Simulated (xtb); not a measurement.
Job for xtb: GFN2-xTB on FHOTe (SMILES O[Te]F), a point of a torsion scan.

```
$ xtb mol.xyz --gfn 2 --sp --chrg 0 --uhf 0
4

O     -1.02554664     0.23950794     0.39228516
Te     0.63261407     0.96374800    -0.33147715
F      1.59273278     0.63887964     1.36673534
H     -1.32633762    -0.51979168    -0.10958958
```

Output:

```
[...]
           -------------------------------------------------
          |                Calculation Setup                |
           -------------------------------------------------



           -------------------------------------------------
          |                 G F N 2 - x T B                 |
           -------------------------------------------------

        Reference                      10.1021/acs.jctc.8b01176
      * Hamiltonian:
        H0-scaling (s, p, d)           1.850000    2.230000    2.230000
        zeta-weighting                 0.500000
      * Dispersion:
        s8                             2.700000
        a1                             0.520000
        a2                             5.000000
        s9                             5.000000
      * Repulsion:
        kExp                           1.500000    1.000000
        rExp                           1.000000
      * Coulomb:
        alpha                          2.000000
        third order                    shell-resolved
        anisotropic                    true
        a3                             3.000000
        a5                             4.000000
        cn-shift                       1.200000
        cn-exp                         4.000000
        max-rad                        5.000000


          ...................................................
          :                      SETUP                      :
          :.................................................:
          :  # basis functions                  19          :
          :  # atomic orbitals                  18          :
          :  # shells                            8          :
          :  # electrons                        20          :
          :  max. iterations                   250          :
          :  Hamiltonian                  GFN2-xTB          :
          :  restarted?                      false          :
          :  GBSA solvation                  false          :
          :  PC potential                    false          :
          :  electronic temp.          300.0000000     K    :
          :  accuracy                    1.0000000          :
          :  -> integral cutoff          0.2500000E+02      :
          :  -> integral neglect         0.1000000E-07      :
          :  -> SCF convergence          0.1000000E-05 Eh   :
          :  -> wf. convergence          0.1000000E-03 e    :
          :  Broyden damping             0.4000000          :
          :  net charge                          0          :
          :  unpaired electrons                  0          :
          ...................................................

 iter      E             dE          RMSdq      gap      omega  full diag
   1    -12.2853172 -0.122853E+02  0.601E+00    3.04       0.0  T
   2    -12.2608329  0.244843E-01  0.191E+01    2.75       1.0  T
   3    -12.2558327  0.500018E-02  0.194E+01    2.74       1.0  T
   4    -12.2644615 -0.862879E-02  0.949E+00    3.26       1.0  T
   5    -12.4145339 -0.150072E+00  0.251E+00    3.25       1.0  T
   6    -12.4272210 -0.126871E-01  0.623E-01    3.20       1.0  T
   7    -12.4272900 -0.689397E-04  0.136E-01    3.20       1.0  T
   8    -12.4272814  0.852628E-05  0.912E-02    3.20       1.0  T
   9    -12.4272893 -0.784444E-05  0.789E-02    3.20       1.0  T
  10    -12.4273023 -0.129716E-04  0.170E-02    3.20       2.9  T
  11    -12.4273026 -0.334231E-06  0.106E-02    3.20       4.7  T
  12    -12.4273028 -0.203198E-06  0.481E-03    3.20      10.4  T
  13    -12.4273028 -0.482124E-07  0.439E-04    3.20     113.9  T
  14    -12.4273028 -0.180703E-09  0.307E-04    3.20     163.1  T

   *** convergence criteria satisfied after 14 iterations ***

         #    Occupation            Energy/Eh            Energy/eV
      -------------------------------------------------------------
         1        2.0000           -0.8884464             -24.1759
       ...           ...                  ...                  ...
         4        2.0000           -0.5969367             -16.2435
         5        2.0000           -0.5408476             -14.7172
         6        2.0000           -0.5293342             -14.4039
         7        2.0000           -0.5064466             -13.7811
         8        2.0000           -0.4973837             -13.5345
         9        2.0000           -0.4943930             -13.4531
        10        2.0000           -0.4033359             -10.9753 (HOMO)
        11                         -0.2857574              -7.7759 (LUMO)
        12                         -0.2380489              -6.4776
        13                         -0.0357376              -0.9725
        14                         -0.0070641              -0.1922
        15                          0.0533229               1.4510
       ...                                ...                  ...
        18                          0.5896143              16.0442
      -------------------------------------------------------------
                  HL-Gap            0.1175785 Eh            3.1995 eV
             Fermi-level           -0.3445467 Eh           -9.3756 eV

 SCC (total)                   0 d,  0 h,  0 min,  0.003 sec
 SCC setup                      ...        0 min,  0.000 sec (  2.696%)
 Dispersion                     ...        0 min,  0.000 sec (  0.913%)
 classical contributions        ...        0 min,  0.000 sec (  0.404%)
 integral evaluation            ...        0 min,  0.000 sec ( 14.010%)
 iterations                     ...        0 min,  0.002 sec ( 59.549%)
 molecular gradient             ...        0 min,  0.001 sec ( 20.009%)
 printout                       ...        0 min,  0.000 sec (  2.151%)

         :::::::::::::::::::::::::::::::::::::::::::::::::::::
         ::                     SUMMARY                     ::
         :::::::::::::::::::::::::::::::::::::::::::::::::::::
         :: total energy             -12.406836995327 Eh    ::
         :: gradient norm              0.006398282876 Eh/a0 ::
         :: HOMO-LUMO gap              3.199473924947 eV    ::
         ::.................................................::
         :: SCC energy               -12.427302812658 Eh    ::
         :: -> isotropic ES            0.035415889758 Eh    ::
         :: -> anisotropic ES         -0.000403549971 Eh    ::
         :: -> anisotropic XC         -0.004614735854 Eh    ::
         :: -> dispersion             -0.001493082889 Eh    ::
         :: repulsion energy           0.020465817331 Eh    ::
         :: add. restraining           0.000000000000 Eh    ::
         :: total charge               0.000000000000 e     ::
         :::::::::::::::::::::::::::::::::::::::::::::::::::::

           -------------------------------------------------
          |                Property Printout                |
           -------------------------------------------------

    * Orbital Energies and Occupations

         #    Occupation            Energy/Eh            Energy/eV
      -------------------------------------------------------------
         1        2.0000           -0.8884464             -24.1759
         2        2.0000           -0.7923729             -21.5616
         3        2.0000           -0.7109889             -19.3470
         4        2.0000           -0.5969367             -16.2435
         5        2.0000           -0.5408476             -14.7172
         6        2.0000           -0.5293342             -14.4039
         7        2.0000           -0.5064466             -13.7811
         8        2.0000           -0.4973837             -13.5345
         9        2.0000           -0.4943930             -13.4531
        10        2.0000           -0.4033359             -10.9753 (HOMO)
Note: The following floating-point exceptions are signalling: IEEE_DENORMAL
normal termination of xtb
        11                         -0.2857574              -7.7759 (LUMO)
        12                         -0.2380489              -6.4776
        13                         -0.0357376              -0.9725
        14                         -0.0070641              -0.1922
        15                          0.0533229               1.4510
        16                          0.1091900               2.9712
        17                          0.1771193               4.8197
        18                          0.5896143              16.0442
      -------------------------------------------------------------
                  HL-Gap            0.1175785 Eh            3.1995 eV
             Fermi-level           -0.3445467 Eh           -9.3756 eV

     #   Z          covCN         q      C6AA      α(0)
     1   8 O        1.593    -0.383    20.561     6.119
     2  52 Te       1.526     0.262   402.721    37.164
     3   9 F        0.719    -0.207    11.320     3.973
     4   1 H        0.825     0.329     0.638     1.253

 Mol. C6AA /au·bohr⁶  :        808.165520
 Mol. C8AA /au·bohr⁸  :      56424.603885
 Mol. α(0) /au        :         48.510138


Wiberg/Mayer (AO) data.
largest (>0.10) Wiberg bond orders for each atom

 ---------------------------------------------------------------------------
     #   Z sym  total        # sym  WBO       # sym  WBO       # sym  WBO
 ---------------------------------------------------------------------------
     1   8 O    2.231 --     2 Te   1.301     4 H    0.878
     2  52 Te   2.506 --     1 O    1.301     3 F    1.192
     3   9 F    1.245 --     2 Te   1.192
     4   1 H    0.892 --     1 O    0.878
 ---------------------------------------------------------------------------

Topologies differ in total number of bonds
Writing topology from bond orders to xtbtopo.mol

molecular dipole:
                 x           y           z       tot (Debye)
 q only:       -0.392      -0.269      -1.052
   full:       -0.440      -0.280      -1.513       4.067
molecular quadrupole (traceless):
                xx          xy          yy          xz          yz          zz
 q only:       -0.543       1.443       1.983      -1.631      -1.511      -1.440
  q+dip:       -1.481       1.516       2.966      -2.178      -2.254      -1.484
   full:       -0.297       2.694       1.566      -1.743      -2.894      -1.268


           -------------------------------------------------
          | TOTAL ENERGY              -12.406836995327 Eh   |
          | GRADIENT NORM               0.006398282876 Eh/α |
          | HOMO-LUMO GAP               3.199473924947 eV   |
           -------------------------------------------------

------------------------------------------------------------------------
------------------------------------------------------------------------
 total:
 SCF:
```

The run finished.

Cost: about 0.03 core-seconds (a rough figure).
